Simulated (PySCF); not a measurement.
Electronic absorption of C5H9ClO

Compound: C₅H₉ClO.
Numbering: `[CH3:1][CH2:2][CH2:3][CH2:4][C:5](=[O:6])[Cl:7]` (hydrogens: H8, H9, H10 on C1; H11, H12 on C2; H13, H14 on C3; H15, H16 on C4)

Method used: TDDFT CAM-B3LYP/def2-SVPD, vertical, gas phase, core orbitals frozen in the response in PySCF. Geometry: PBE0-D3(BJ)/def2-SVP, one conformer, isolated molecule. Torsions of this conformer, `[CH3:1][CH2:2][CH2:3][CH2:4][C:5](=[O:6])[Cl:7]`: C1–C2–C3–C4 179°, C2–C3–C4–C5 180°, C3–C4–C5–O6 -1°.

```tsv
state	λ (nm)	E (eV)	f	|μ| (D)	main configurations (H = HOMO, L = LUMO)
S1	236.4	5.24	0.0000	0.00	H→L (96%)
S2	184.3	6.73	0.0001	0.07	H-1→L (95%)
S3	175.2	7.08	0.0060	0.47	H-2→L (73%), H→L+2 (14%)
S4	157.0	7.90	0.020	0.81	H-1→L+2 (56%), H→L+2 (13%)
S5	154.6	8.02	0.0012	0.20	H-2→L+2 (70%)
S6	150.6	8.23	0.139	2.11	H-3→L (30%), H-6→L (20%), H→L+1 (12%)
S7	149.9	8.27	0.0059	0.43	H→L+1 (56%), H→L+4 (13%), H→L+3 (10%)
S8	145.1	8.55	0.0022	0.26	H-5→L (45%), H-4→L (25%), H-7→L (18%)
S9	144.3	8.59	0.373	3.39	H-3→L (32%), H→L+2 (30%), H-1→L+2 (9%)
S10	141.4	8.77	0.0004	0.12	H-4→L (56%), H-5→L (27%)
```

Triplets (Tamm–Dancoff): T1 4.73 eV, H→L (94%); T2 6.01 eV, H-2→L (60%), H-8→L (12%), H-3→L (9%); T3 6.59 eV, H-1→L (94%); T4 6.97 eV, H→L+2 (59%), H-1→L+2 (11%).

The lowest singlet lies at 5.24 eV (236 nm, ultraviolet) and is dark (f under 0.0005); its leading configuration is HOMO→LUMO (96%). The most intense listed level is S9 at 8.59 eV (144 nm, f = 0.373), 3.35 eV above S1. S1 has the pattern of n→π* at C=O. Weighted by f, the mean energy of these states is 8.46 eV. The listed states span 3.52 eV, and the widest gap between neighbours is 1.48 eV (S1 to S2). Orbital energies (eV): HOMO-3 -11.00, HOMO-2 -10.70, HOMO-1 -10.54, HOMO -10.01, LUMO 0.11, LUMO+1 1.12, LUMO+2 1.44. The vertical ionisation energy (ΔSCF) is 10.89 eV, 2.12 eV above S10. The window holds the lowest 10 singlets.
